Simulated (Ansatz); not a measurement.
`O=C=N[Si](F)(Cl)Cl` + `C[B](Cl)[GeH3]` → `F[Si](Cl)(Cl)[GeH3]` + `CB(Cl)N=C=O` at 700 K and 1 bar (redistribution).

Gas-phase electronic energies from Ansatz, PBE0-D4/def2-TZVP geometries. CCSD(T)/CBS adds triple-zeta CCSD(T) − MP2 to the extrapolated MP2 energy (def2 sets, frozen cores). For Ge outer-core shells are correlated without core-valence functions, which leaves a few kJ/mol of doubt a bond. Scalar relativity is left out up to krypton. One conformer a species, not always the lowest.

```tsv
species	CCSD(T)/CBS energy (Eh)	H − E (kJ/mol)	S (J/(mol·K))
`O=C=N[Si](F)(Cl)Cl`	-1476.57281	130.0	496.6
`C[B](Cl)[GeH3]`	-2602.38061	246.2	486.5
`F[Si](Cl)(Cl)[GeH3]`	-3386.51611	159.2	502.4
`CB(Cl)N=C=O`	-692.44878	218.4	467.9
```

H − E and S are ideal-gas, rigid-rotor, harmonic terms from PBE0-D4/def2-TZVP, for one conformer and one mirror image of each species. 1 Eh = 2625.50 kJ/mol, R = 8.31446 J/(mol·K).

Q: By hand: ΔE, ΔH, ΔS and ΔG.

A: ΔE = (-3386.51611) + (-692.44878) − (-1476.57281) − (-2602.38061) = -0.01147 Eh = -30.1 kJ/mol. Δ(H − E) = 159.2 + 218.4 − 130.0 − 246.2 = 1.4, so ΔH = -28.7 kJ/mol. ΔS = 502.4 + 467.9 − 496.6 − 486.5 = -12.8 J/(mol·K). ΔG = -28.7 − 700 × (-12.8)/1000 = -19.7 kJ/mol.

Q: By hand: the equilibrium constant, and the temperature at which ΔG would vanish if ΔH and ΔS stayed fixed.

A: log₁₀ K = −ΔG/(RT ln 10) = 1.5. ΔG = 0 at ΔH/ΔS = 2242 K, though so small a ΔS makes that figure unsure.

The number of gas molecules stays the same, so ΔS is small and ΔH decides. A doubt of 5 kJ/mol in ΔE shifts log₁₀ K by 0.4 here. Other conformers and mirror images would add mixing entropy, several J/(mol·K) or more a flexible species. Modes under 60 cm⁻¹, often nearly free rotors, make the harmonic entropy too high. These are equilibria of isolated gas molecules and say nothing of rates. Largest T1 diagnostic: 0.015 (customary marks: 0.02 for closed shells, 0.045 for open ones).
